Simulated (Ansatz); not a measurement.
Program: Ansatz. Geometries: PBE0-D4/def2-TZVP. ΔE: electronic, gas phase. CCSD(T)/CBS adds triple-zeta CCSD(T) − MP2 to the extrapolated MP2 energy (def2 sets, frozen cores). def2 core potentials past Kr. For Br, Sn outer-core shells are correlated without core-valence functions, which leaves a few kJ/mol of doubt a bond. Scalar relativity is left out up to krypton. One conformer a species, not always the lowest.

Reaction (redistribution): `[CH3][Al]([SH])[Br]` + `[F][SnH2][F]` → `[CH3][Al]([F])[SH]` + `[F][SnH2][Br]`

| species | CCSD(T)/CBS(def2) energy (Eh) |
| --- | --- |
| `[CH3][Al]([SH])[Br]` | -3253.69870 |
| `[F][SnH2][F]` | -414.86106 |
| `[CH3][Al]([F])[SH]` | -780.18144 |
| `[F][SnH2][Br]` | -2888.40380 |

(1) Work out ΔE.

Largest T1 diagnostic among the species: 0.014.

Results:

(1) ΔE = (-780.18144) + (-2888.40380) − (-3253.69870) − (-414.86106) = -0.02548 Eh = -0.69 eV.

From BLYP to BHLYP (50 % exact exchange), in def2-TZVPP and without D4, ΔE moves by −0.04 eV. In def2-TZVPP, CCSD(T) changes the Hartree–Fock value by +0.05 eV (the triples alone add +0.02 eV) and MP2 by +0.04 eV.
